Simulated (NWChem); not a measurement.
Program: NWChem. System: phosphoric acid (H3O4P), charge 0, spin multiplicity 1, at a geometry optimised with PBE/def2-SVP. Level: CCSD(T)/def2-SVP, 9 core orbitals frozen.

Input file:

```
start mol
memory heap 100 mb stack 700 mb global 1900 mb
geometry units angstroms nocenter noautoz noautosym
  O      0.487132     0.086729     1.495609
  P      0.095346    -0.002506    -0.082036
  O      1.228039    -0.032234    -1.056598
  O     -0.911286    -1.281982    -0.087995
  O     -0.957722     1.231505    -0.218691
  H      1.278316     0.650631     1.600741
  H     -0.399210    -2.095207    -0.265316
  H     -1.078603     1.450030    -1.163485
end
basis spherical
  * library def2-svp
end
scf
  rhf
  nopen 0
  maxiter 100
  thresh 1e-7
  semidirect memsize 60000000 filesize 0
end
ccsd
  freeze core 9
  maxiter 60
end
task ccsd(t) energy
```

Output (cleaned and shortened):

```
             Northwest Computational Chemistry Package (NWChem) 7.3.0
             --------------------------------------------------------

                                NWChem Input Module
                                -------------------

 Scaling coordinates for geometry "geometry" by  1.889725989
 (inverse scale =  0.529177249)

                             Geometry "geometry" -> ""
                             -------------------------

 Output coordinates in angstroms (scale by  1.889725989 to convert to a.u.)

  No.       Tag          Charge          X              Y              Z
 ---- ---------------- ---------- -------------- -------------- --------------
    1 O                    8.0000     0.48713200     0.08672900     1.49560900
    2 P                   15.0000     0.09534600    -0.00250600    -0.08203600
    3 O                    8.0000     1.22803900    -0.03223400    -1.05659800
    4 O                    8.0000    -0.91128600    -1.28198200    -0.08799500
    5 O                    8.0000    -0.95772200     1.23150500    -0.21869100
    6 H                    1.0000     1.27831600     0.65063100     1.60074100
    7 H                    1.0000    -0.39921000    -2.09520700    -0.26531600
    8 H                    1.0000    -1.07860300     1.45003000    -1.16348500

 Effective nuclear repulsion energy (a.u.)     275.2282217444

            Nuclear Dipole moment (a.u.)
            ----------------------------
        X                 Y               Z
 ---------------- ---------------- ----------------
    -0.0000056692     0.0000151178    -0.0000000000


 Summary of "ao basis" -> "" (spherical)
 ------------------------------------------------------------------------------
       Tag                 Description            Shells   Functions and Types
 ---------------- ------------------------------  ------  ---------------------
 *                          def2-svp                  on all atoms

 Summary of "ao basis" -> "ao basis" (spherical)
 ------------------------------------------------------------------------------
       Tag                 Description            Shells   Functions and Types
 ---------------- ------------------------------  ------  ---------------------
 O                          def2-svp                 6       14   3s2p1d
 P                          def2-svp                 8       18   4s3p1d
 H                          def2-svp                 3        5   2s1p

                                 NWChem SCF Module
                                 -----------------

  ao basis        = "ao basis"
  functions       =    89
  atoms           =     8
  closed shells   =    25
  open shells     =     0
  charge          =   0.00
  wavefunction    = RHF
  use symmetry    = F
  symmetry adapt  = F

 Summary of "ao basis" -> "ao basis" (spherical)
 ------------------------------------------------------------------------------
       Tag                 Description            Shells   Functions and Types
 ---------------- ------------------------------  ------  ---------------------
 O                          def2-svp                 6       14   3s2p1d
 P                          def2-svp                 8       18   4s3p1d
 H                          def2-svp                 3        5   2s1p

 Forming initial guess at       0.0s

      Superposition of Atomic Density Guess
      -------------------------------------

 Sum of atomic energies:        -640.80011283

      Non-variational initial energy
      ------------------------------

 Total energy =    -642.530558
 1-e energy   =   -1432.988815
 2-e energy   =     515.230035
 HOMO         =      -0.460534
 LUMO         =       0.058788

 Starting SCF solution at       0.4s

 ----------------------------------------------
         Quadratically convergent ROHF

 Convergence threshold     :          1.000E-07
 Maximum no. of iterations :          100
 Final Fock-matrix accuracy:          1.000E-09
 ----------------------------------------------

              iter       energy          gnorm     gmax       time
             ----- ------------------- --------- --------- --------
                 1     -641.5281275799  1.74D+00  3.17D-01      0.5
                 2     -641.6720237836  3.62D-01  7.68D-02      0.6
                 3     -641.6828645217  3.17D-02  7.26D-03      0.7
                 4     -641.6829515920  7.91D-04  1.83D-04      0.8
                 5     -641.6829516596  2.21D-07  4.51D-08      1.1
                 6     -641.6829516596  7.67D-09  1.49D-09      1.2

       Final RHF  results
       ------------------

         Total SCF energy =   -641.682951659626
      One-electron energy =  -1434.175077789184
      Two-electron energy =    517.263904385133
 Nuclear repulsion energy =    275.228221744425

        Time for solution =      0.8s

             Final eigenvalues
             -----------------

              1
    1  -80.1203
    2  -20.6097
    3  -20.6096
    4  -20.6096
    5  -20.5262
    6   -7.6619
    7   -5.5651
    8   -5.5651
    9   -5.5644
   10   -1.4403
   11   -1.3677
   12   -1.3677
   13   -1.2884
   14   -0.8678
   15   -0.7452
   16   -0.7452
   17   -0.6867
   18   -0.6363
   19   -0.6363
   20   -0.5748
   21   -0.5748
   22   -0.5651
   23   -0.5404
   24   -0.4774
   25   -0.4774
   26    0.1459
   27    0.1871
   28    0.1871
   29    0.2922
   30    0.3116
   31    0.3117
   32    0.3859
   33    0.4764
   34    0.6984
   35    0.6984

                       ROHF Final Molecular Orbital Analysis
                       -------------------------------------
[...]
              the segmented parallel ccsd program:    1 nodes
 ****************************************************************************

 level of theory    ccsd(t)
 number of core         9
 number of occupied    16
 number of virtual     64
 number of deleted      0
 total functions       89
 number of shells      41
 basis label          566

   ***** ccsd parameters *****
   iprt   =     0
   convi  =  0.100E-05
   maxit  =    60
   mxvec  =     5
 memory            104846132
  Using  1 OpenMP thread(s) in CCSD
  IO offset    20.000000000000000
  IO error message >End of File
  file_read_ga: failing reading from ./mol.t2
  Failed reading restart vector from ./mol.t2
  Using MP2 initial guess vector

-------------------------------------------------------------------------
 iter     correlation     delta       rms       T2     Non-T2      Main
             energy      energy      error      ampl     ampl      Block
                                                time     time      time
-------------------------------------------------------------------------
   1     -0.8540924945 -8.541D-01  1.275D-01     4.42     0.00     4.14
   2     -0.8753865712 -2.129D-02  1.073D-01     4.40     0.00     4.15
   3     -0.8755196130 -1.330D-04  1.617D-02     4.40     0.00     4.15
   4     -0.8780900608 -2.570D-03  3.920D-03     4.39     0.01     4.14
   5     -0.8785072187 -4.172D-04  2.886D-03     4.39     0.00     4.14
   6     -0.8784894632  1.776D-05  2.174D-04     4.43     0.00     4.17
   7     -0.8784855694  3.894D-06  1.069D-04     4.71     0.00     4.43
   8     -0.8784842242  1.345D-06  2.695D-05     5.08     0.00     4.81
   9     -0.8784818818  2.342D-06  4.989D-06     4.92     0.00     4.63
  10     -0.8784823694 -4.875D-07  3.140D-06     4.90     0.00     4.62
  11     -0.8784826728 -3.035D-07  2.351D-06     4.95     0.00     4.68
  12     -0.8784828117 -1.388D-07  3.952D-07     4.87     0.00     4.60
                  *************converged*************
-------------------------------------------------------------------------

 -----------
 CCSD Energy
 -----------
 Reference energy:            -641.682951659625587
 CCSD corr. energy:             -0.878482811691503
 Total CCSD energy:           -642.561434471317057

 --------------------------------
 Spin Component Scaled (SCS) CCSD
 --------------------------------
 Same spin contribution:                 -0.204762267480380
 Same spin scaling factor:                1.130000000000000
 Opposite spin contribution:             -0.673720544211123
 Opposite spin scaling fact.:             1.270000000000000
 SCS-CCSD correlation energy:            -1.087006453400955
 Total SCS-CCSD energy:                -642.769958113026519
 memory            104846132

*********triples calculation*********

nkpass=    1; nvpass=    1; memdrv=         374848; memtrn=         924738; memavail=      104845092
 memory available/node                      104845092
 total number of virtual orbitals        64
 number of virtuals per integral pass    64
 number of integral evaluations           1
 number of occupied per triples pass     16
 number of triples passes                 1

 commencing integral evaluation        1 at          57.36
  symmetry use  F
task         2 out of       861 done   0%  at       0.0 secs
task        44 out of       861 done   5%  at       0.3 secs
task        87 out of       861 done  10%  at       0.6 secs
task       130 out of       861 done  15%  at       0.8 secs
task       173 out of       861 done  20%  at       1.0 secs
task       216 out of       861 done  25%  at       1.2 secs
task       259 out of       861 done  30%  at       1.4 secs
task       302 out of       861 done  35%  at       1.6 secs
task       345 out of       861 done  40%  at       1.8 secs
task       388 out of       861 done  45%  at       1.9 secs
task       431 out of       861 done  50%  at       2.1 secs
task       474 out of       861 done  55%  at       2.2 secs
task       517 out of       861 done  60%  at       2.3 secs
task       560 out of       861 done  65%  at       2.4 secs
task       603 out of       861 done  70%  at       2.5 secs
task       646 out of       861 done  75%  at       2.7 secs
task       689 out of       861 done  80%  at       2.8 secs
task       732 out of       861 done  85%  at       2.9 secs
task       775 out of       861 done  90%  at       3.0 secs
task       818 out of       861 done  95%  at       3.1 secs
task       861 out of       861 done 100%  at       3.2 secs
 commencing triples evaluation - blocking       1
 ccsd(t): done        1 out of       64 progress:    1.6%
 ccsd(t): done        2 out of       64 progress:    3.1%
 ccsd(t): done        3 out of       64 progress:    4.7%
 ccsd(t): done        4 out of       64 progress:    6.2%
 ccsd(t): done        5 out of       64 progress:    7.8%
 ccsd(t): done        6 out of       64 progress:    9.4%
 ccsd(t): done        7 out of       64 progress:   10.9%
 ccsd(t): done        8 out of       64 progress:   12.5%
 ccsd(t): done        9 out of       64 progress:   14.1%
 ccsd(t): done       10 out of       64 progress:   15.6%
 ccsd(t): done       11 out of       64 progress:   17.2%
 ccsd(t): done       12 out of       64 progress:   18.8%
 ccsd(t): done       13 out of       64 progress:   20.3%
 ccsd(t): done       14 out of       64 progress:   21.9%
 ccsd(t): done       15 out of       64 progress:   23.4%
 ccsd(t): done       16 out of       64 progress:   25.0%
 ccsd(t): done       17 out of       64 progress:   26.6%
 ccsd(t): done       18 out of       64 progress:   28.1%
 ccsd(t): done       19 out of       64 progress:   29.7%
 ccsd(t): done       20 out of       64 progress:   31.2%
 ccsd(t): done       21 out of       64 progress:   32.8%
 ccsd(t): done       22 out of       64 progress:   34.4%
 ccsd(t): done       23 out of       64 progress:   35.9%
 ccsd(t): done       24 out of       64 progress:   37.5%
 ccsd(t): done       25 out of       64 progress:   39.1%
 ccsd(t): done       26 out of       64 progress:   40.6%
 ccsd(t): done       27 out of       64 progress:   42.2%
 ccsd(t): done       28 out of       64 progress:   43.8%
 ccsd(t): done       29 out of       64 progress:   45.3%
 ccsd(t): done       30 out of       64 progress:   46.9%
 ccsd(t): done       31 out of       64 progress:   48.4%
 ccsd(t): done       32 out of       64 progress:   50.0%
 ccsd(t): done       33 out of       64 progress:   51.6%
 ccsd(t): done       34 out of       64 progress:   53.1%
 ccsd(t): done       35 out of       64 progress:   54.7%
 ccsd(t): done       36 out of       64 progress:   56.2%
 ccsd(t): done       37 out of       64 progress:   57.8%
 ccsd(t): done       38 out of       64 progress:   59.4%
 ccsd(t): done       39 out of       64 progress:   60.9%
 ccsd(t): done       40 out of       64 progress:   62.5%
 ccsd(t): done       41 out of       64 progress:   64.1%
 ccsd(t): done       42 out of       64 progress:   65.6%
 ccsd(t): done       43 out of       64 progress:   67.2%
 ccsd(t): done       44 out of       64 progress:   68.8%
 ccsd(t): done       45 out of       64 progress:   70.3%
 ccsd(t): done       46 out of       64 progress:   71.9%
 ccsd(t): done       47 out of       64 progress:   73.4%
 ccsd(t): done       48 out of       64 progress:   75.0%
 ccsd(t): done       49 out of       64 progress:   76.6%
 ccsd(t): done       50 out of       64 progress:   78.1%
 ccsd(t): done       51 out of       64 progress:   79.7%
 ccsd(t): done       52 out of       64 progress:   81.2%
 ccsd(t): done       53 out of       64 progress:   82.8%
 ccsd(t): done       54 out of       64 progress:   84.4%
 ccsd(t): done       55 out of       64 progress:   85.9%
 ccsd(t): done       56 out of       64 progress:   87.5%
 ccsd(t): done       57 out of       64 progress:   89.1%
 ccsd(t): done       58 out of       64 progress:   90.6%
 ccsd(t): done       59 out of       64 progress:   92.2%
 ccsd(t): done       60 out of       64 progress:   93.8%
 ccsd(t): done       61 out of       64 progress:   95.3%
 ccsd(t): done       62 out of       64 progress:   96.9%
 ccsd(t): done       63 out of       64 progress:   98.4%
 ccsd(t): done       64 out of       64 progress:  100.0%
 Time for integral evaluation pass     1        3.28
 Time for triples evaluation pass      1       12.86

 pseudo-e(mp4)  -0.23080458288193E-01
 pseudo-e(mp5)   0.17411597266375E-02
        e(t)    -0.21339298561555E-01

 --------------
 CCSD(T) Energy
 --------------
 Reference energy:                    -641.682951659625587

 CCSD corr. energy:                     -0.878482811691503
 T(CCSD) corr. energy:                  -0.023080458288193
 Total CCSD+T(CCSD) energy:           -642.584514929605234

 CCSD corr. energy:                     -0.878482811691503
 (T) corr. energy:                      -0.021339298561555
 Total CCSD(T) energy:                -642.582773769878600

 routine      calls  cpu(0)   cpu-min  cpu-ave  cpu-max   i/o
 aoccsd          1     0.03     0.03     0.03     0.03    0.00
 iterdrv         1     0.03     0.03     0.03     0.03    0.00
 pampt          12     0.13     0.13     0.13     0.13    0.00
 t2pm           12     0.22     0.22     0.22     0.22    0.00
 sxy            12     0.65     0.65     0.65     0.65    0.00
 ints      8726076    36.49    36.49    36.49    36.49    0.00
 t2eri       10332    13.10    13.10    13.10    13.10    0.00
 idx2        10332     1.29     1.29     1.29     1.29    0.00
 idx34          12     0.18     0.18     0.18     0.18    0.00
 ht2pm          12     0.33     0.33     0.33     0.33    0.00
 itm            12     2.53     2.53     2.53     2.53    0.00
 pdiis          12     0.04     0.04     0.04     0.04    0.00
 triples         1     0.00     0.00     0.00     0.00    0.00
 rdtrpo          1     0.02     0.02     0.02     0.02    0.00
 trpmos          1     3.28     3.28     3.28     3.28    0.00
 trpdrv          1     1.42     1.42     1.42     1.42    0.00
 dovvv      278528     4.94     4.94     4.94     4.94    0.00
 doooo      278528     1.40     1.40     1.40     1.40    0.00
 tengy      262144     4.97     4.97     4.97     4.97    0.00
 Total                71.05    71.05    71.05    71.05    0.00

 Task  times  cpu:       74.7s     wall:       74.7s

 Total times  cpu:       74.8s     wall:       74.8s
```
